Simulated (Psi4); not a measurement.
C$_{4}$H$_{6}$ (SMILES C1[C@H]2C[C@@H]12), singlet, geometry from GFN2-xTB; PBE/STO-3G run with Psi4 1.11.

Here is a job for Psi4.
```
memory 2 GB

molecule {
0 1
C    -0.00784167    1.11611200    0.31081817
C     0.00437126   -1.10877415    0.33611934
C     0.74234133    0.00016550   -0.34377631
C    -0.73861092   -0.00805308   -0.35162749
H    -0.01393707    1.17992953    1.39377732
H    -0.01059335    2.08133280   -0.18052822
H    -0.00115845   -1.14801157    1.42025042
H     0.01227604   -2.08489068   -0.13315037
H     1.50009494   -0.00423893   -1.09685445
H    -1.48824206   -0.02082279   -1.11269693
}

set {
  basis sto-3g
  ints_tolerance 1e-8
}

energy('pbe')
print_variables()
```

Problem. Predict the main parts of the log of this Psi4 run.

Solution. 
```
   => Loading Basis Set <=

    Name: STO-3G
    Role: ORBITAL
    Keyword: BASIS

         ---------------------------------------------------------
                                   SCF
               by Justin Turney, Rob Parrish, Andy Simmonett
                          and Daniel G. A. Smith
                              RKS Reference
         ---------------------------------------------------------

  ==> Geometry <==

    Molecular point group: c1
    Full point group: C1

    Geometry (in Angstrom), charge = 0, multiplicity = 1:

       Center              X                  Y                   Z               Mass
    ------------   -----------------  -----------------  -----------------  -----------------
         C           -0.007870308866     1.116172550877     0.316156532425    12.000000000000
         C            0.004342621134    -1.108713599123     0.341457702425    12.000000000000
         C            0.742312691134     0.000226050877    -0.338437947575    12.000000000000
         C           -0.738639558866    -0.007992529123    -0.346289127575    12.000000000000
         H           -0.013965708866     1.179990080877     1.399115682425     1.007825032230
         H           -0.010621988866     2.081393350877    -0.175189857575     1.007825032230
         H           -0.001187088866    -1.147951019123     1.425588782425     1.007825032230
         H            0.012247401134    -2.084830129123    -0.127812007575     1.007825032230
         H            1.500066301134    -0.004178379123    -1.091516087575     1.007825032230
         H           -1.488270698866    -0.020762239123    -1.107358567575     1.007825032230

  Running in c1 symmetry.

  Rotational constants: A =      0.57002  B =      0.31748  C =      0.28647 [cm^-1]
  Rotational constants: A =  17088.91503  B =   9517.87594  C =   8588.28938 [MHz]
  Nuclear repulsion =  116.891230600573408

  Charge       = 0
  Multiplicity = 1
  Electrons    = 30
  Nalpha       = 15
  Nbeta        = 15

  ==> Algorithm <==

  SCF Algorithm Type is DF.
  DIIS enabled.
  MOM disabled.
  Fractional occupation disabled.
  Guess Type is SAD.
  Energy threshold   = 1.00e-06
  Density threshold  = 1.00e-06
  Integral threshold = 1.00e-08

  ==> Primary Basis <==

  Basis Set: STO-3G
    Blend: STO-3G
    Number of shells: 18
    Number of basis functions: 26
    Number of Cartesian functions: 26
    Spherical Harmonics?: true
    Max angular momentum: 1

  ==> DFT Potential <==

   => LibXC <=

    Version 7.1.2
    S. Lehtola, C. Steigemann, M. J. T. Oliveira, and M. A. L. Marques,  SoftwareX 7, 1–5 (2018) (10.1016/j.softx.2017.11.002)

   => Composite Functional: PBE <=

    PBE GGA Exchange-Correlation Functional

    J.P. Perdew et. al., Phys. Rev. Lett., 77(18), 3865-3868, 1996

    Deriv               =              1
    GGA                 =           TRUE
    Meta                =          FALSE

    Exchange Hybrid     =          FALSE
    MP2 Hybrid          =          FALSE

   => Exchange Functionals <=

    1.0000     XC_GGA_X_PBE

   => Correlation Functionals <=

    1.0000     XC_GGA_C_PBE

   => LibXC Density Thresholds  <==

    XC_GGA_C_PBE:  1.00E-12
    XC_GGA_X_PBE:  1.00E-15

   => Molecular Quadrature <=

    Radial Scheme          =       TREUTLER
    Pruning Scheme         =           NONE
    Nuclear Scheme         =       TREUTLER

    Blocking Scheme        =         OCTREE
    BS radius alpha        =              1
    Pruning alpha          =              1
    Radial Points          =             75
    Spherical Points       =            302
    Total Points           =         212346
    Total Blocks           =           1648
    Max Points             =            256
    Max Functions          =             26
    Weights Tolerance      =       1.00E-15

   => Loading Basis Set <=

    Name: (STO-3G AUX)
    Role: JKFIT
    Keyword: DF_BASIS_SCF

  ==> Integral Setup <==

  SCF_SUBTYPE=INCORE selected. In-core MEM_DF algorithm will be used.
  Using in-core AOs.

  ==> MemDFJK: Density-Fitted J/K Matrices <==

    J tasked:                   Yes
    K tasked:                    No
    wK tasked:                   No
    Algorithm:                 Core
    Schwarz Cutoff:           1E-08
    Mask sparsity (%):       0.2959
    Fitting Condition:        1E-10

   => Auxiliary Basis Set <=

  Basis Set: (STO-3G AUX)
    Blend: DEF2-UNIVERSAL-JKFIT
    Number of shells: 136
    Number of basis functions: 408
    Number of Cartesian functions: 476
    Spherical Harmonics?: true
    Max angular momentum: 4

  Minimum eigenvalue in the overlap matrix is 2.1317132081E-01.
  Reciprocal condition number of the overlap matrix is 7.5818067878E-02.
    Using symmetric orthogonalization.

  ==> Pre-Iterations <==

  SCF Guess: Superposition of Atomic Densities via on-the-fly atomic UHF (no occupation information).

   -------------------------
    Irrep   Nso     Nmo
   -------------------------
     A         26      26
   -------------------------
    Total      26      26
   -------------------------

  ==> Iterations <==

                           Total Energy        Delta E     RMS |[F,P]|

   @DF-RKS iter SAD:  -152.22772188433845   -1.52228e+02   0.00000e+00
   @DF-RKS iter   1:  -153.83417429623580   -1.60645e+00   2.95677e-03 DIIS/ADIIS
   @DF-RKS iter   2:  -153.83637930877117   -2.20501e-03   2.11352e-03 DIIS/ADIIS
   @DF-RKS iter   3:  -153.83842861009117   -2.04930e-03   2.76784e-04 DIIS/ADIIS
   @DF-RKS iter   4:  -153.83845831969884   -2.97096e-05   1.11938e-04 DIIS/ADIIS
   @DF-RKS iter   5:  -153.83846331442055   -4.99472e-06   2.36316e-05 DIIS
   @DF-RKS iter   6:  -153.83846355898311   -2.44563e-07   1.15884e-06 DIIS
   @DF-RKS iter   7:  -153.83846355982138   -8.38270e-10   9.13275e-08 DIIS
  Energy and wave function converged.

  ==> Post-Iterations <==

   Electrons on quadrature grid:
      Ntotal   =   30.0000009933 ; deviation = 9.933e-07

    Orbital Energies [Eh]
    ---------------------

    Doubly Occupied:

[...]
    Virtual:

[...]
    Final Occupation by Irrep:
              A
    DOCC [    15 ]
    NA   [    15 ]
    NB   [    15 ]

  @DF-RKS Final Energy:  -153.83846355982138

   => Energetics <=

    Nuclear Repulsion Energy =            116.8912306005734081
    One-Electron Energy =                -437.8767465779979489
    Two-Electron Energy =                 190.9084619161802721
    DFT Exchange-Correlation Energy =     -23.7614094985771018
    Empirical Dispersion Energy =           0.0000000000000000
    VV10 Nonlocal Energy =                  0.0000000000000000
    Total Energy =                       -153.8384635598213777

Computation Completed

Properties will be evaluated at   0.000000,   0.000000,   0.000000 [a0]

Properties computed using the SCF density matrix

 Multipole Moments:

 ------------------------------------------------------------------------------------
     Multipole            Electronic (a.u.)      Nuclear  (a.u.)        Total (a.u.)
 ------------------------------------------------------------------------------------

 L = 1.  Multiply by 2.5417464519 to convert [e a0] to [Debye]
 Dipole X            :          0.0028910           -0.0016235            0.0012675
 Dipole Y            :         -0.0061128            0.0034327           -0.0026801
 Dipole Z            :         -0.5389301            0.3026413           -0.2362888
 Magnitude           :                                                    0.2363074

 ------------------------------------------------------------------------------------

  Variable Map:
  ----------------------------------------------------------------------------
[...]
  Array Variable Map:
  ----------------------------------------------------------------------------
[...]
[...]
```
